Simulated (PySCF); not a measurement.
## Ba⁺ (barium, charge +1) across methods

[Xe] 6s1, 2S determinant. Computed with PySCF 2.14 in ANO-RCC-VTZP, with the spin-free X2C one-electron Hamiltonian (Gaussian nucleus). The B2PLYP total includes its PT2 part (frozen core); its orbital energies are those of the SCF part.

| method | E (hartree) | mean ε 5p α (eV) | mean ε 5p β (eV) | mean ε 6s α (eV) | Σ⟨r²⟩ (bohr²) | ⟨S²⟩ |
| --- | --- | --- | --- | --- | --- | --- |
| revPBE | -8134.13 | -24.609 | -24.490 | -7.818 | 68.03 | 0.750 |
| PBE | -8133.83 | -24.628 | -24.500 | -7.882 | 67.94 | 0.750 |
| UHF | -8131.13408 | -30.051 | -29.956 | -9.352 | 69.85 | 0.751 |
| PBE0 | -8133.90 | -26.284 | -26.164 | -8.351 | 68.21 | 0.750 |
| LDA | -8127.19 | -24.752 | -24.649 | -8.088 | 67.62 | 0.750 |
| BLYP | -8134.56 | -24.350 | -24.273 | -7.815 | 67.91 | 0.750 |
| r2SCAN | -8134.23 | -25.194 | -25.113 | -7.931 | 68.54 | 0.750 |
| B2PLYP | -8133.47 | -27.606 | -27.521 | -8.720 | 68.73 | 0.750 |

Spin-orbit coupling, which splits the p, d and f shells strongly at this Z, is absent.
